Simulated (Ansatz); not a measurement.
Molecule: (1-chloro-2-methylprop-1-enyl)silane, C$_{4}$H$_{9}$ClSi, net charge 0, singlet state. 
Structure (B3LYP-D3(BJ)/def2-TZVP (Ansatz, a quantum-chemistry and plane-wave program) minimum search):
```
C
C 1 1.3377
C 1 1.4983 2 125.20
H 3 1.0857 1 112.64 2 -0.74
H 3 1.0939 4 108.73 1 122.15
H 3 1.0940 4 108.68 5 115.72
C 1 1.5044 2 120.37 3 179.86
H 7 1.0886 1 113.60 2 0.07
H 7 1.0937 8 107.84 1 -122.46
H 7 1.0937 8 107.84 9 -115.16
Cl 2 1.7722 1 120.40 3 -0.21
Si 2 1.8777 1 126.25 3 -179.98
H 12 1.4756 2 108.98 1 -177.79
H 12 1.4827 13 109.40 2 -121.04
H 12 1.4828 13 109.40 14 -117.94
```
Charge 0, spin multiplicity 1.

Basis-set convergence of Hartree-Fock and MP2 correlation energies (hartree) with Ansatz. Valence correlation only, unless marked. No spin-orbit coupling. No relativistic terms.

```json
[
 {"basis": "aug-cc-pV(D+d)Z", "functions": "237", "E(HF)": "-905.15227", "E(corr, MP2)": "-0.83919"},
 {"basis": "aug-cc-pV(T+d)Z", "functions": "501", "E(HF)": "…", "E(corr, MP2)": "…"}
]
```

Q: What belongs in the gaps?

A: 
- aug-cc-pV(T+d)Z, E(HF): -905.21571
- aug-cc-pV(T+d)Z, E(corr, MP2): -1.01287
